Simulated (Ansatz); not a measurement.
`[O]=[Nb]([OH])([OH])[Cl]` and `[O]=[Nb]([OH])([F])[Cl]` differ in one atom or group.

Ansatz, PBE0-D4/def2-TZVP geometries, multiplicity 1. Each molecule was computed in one conformer, which needn't be the lowest.

Elements past krypton have def2 core potentials.

| property | `[O]=[Nb]([OH])([OH])[Cl]` |
| --- | --- |
| LUMO energy (ωB97M-V/def2-TZVPP) / eV | 0.51 |
| HOMO energy (PBE/def2-TZVPP) / eV | -7.67 |
| HOMO–LUMO gap (ωB97M-V/def2-TZVPP) / eV | 11.93 |
| HOMO energy (PBE0/def2-TZVPP) / eV | -9.15 |
| HOMO–LUMO gap (B3LYP/def2-TZVPP) / eV | 6.98 |
| ideal-gas entropy at 298 K and 1 bar (rigid rotor, harmonic PBE0-D4/def2-TZVP) / J/(mol·K) | 356 |

What does the change do to each property? (Best estimate.)

Ansatz gave: 
```tsv
property	`[O]=[Nb]([OH])([F])[Cl]`	shift
LUMO energy (ωB97M-V/def2-TZVPP) / eV	0.02	-0.49
HOMO energy (PBE/def2-TZVPP) / eV	-8.03	-0.36
HOMO–LUMO gap (ωB97M-V/def2-TZVPP) / eV	11.81	-0.12
HOMO energy (PBE0/def2-TZVPP) / eV	-9.53	-0.38
HOMO–LUMO gap (B3LYP/def2-TZVPP) / eV	6.86	-0.12
ideal-gas entropy at 298 K and 1 bar (rigid rotor, harmonic PBE0-D4/def2-TZVP) / J/(mol·K)	348	-8
```

With PBE0 the HOMO falls by 0.38 eV and the LUMO falls by 0.51 eV, so the gap narrows by about 0.13 eV. PBE moves the HOMO by -0.36 eV and ωB97M-V by -0.37 eV. The zero-point energy changes by -28.7 kJ/mol with -3 modes.

B3LYP here is the variant with VWN-RPA as its local correlation; programs differ in this.
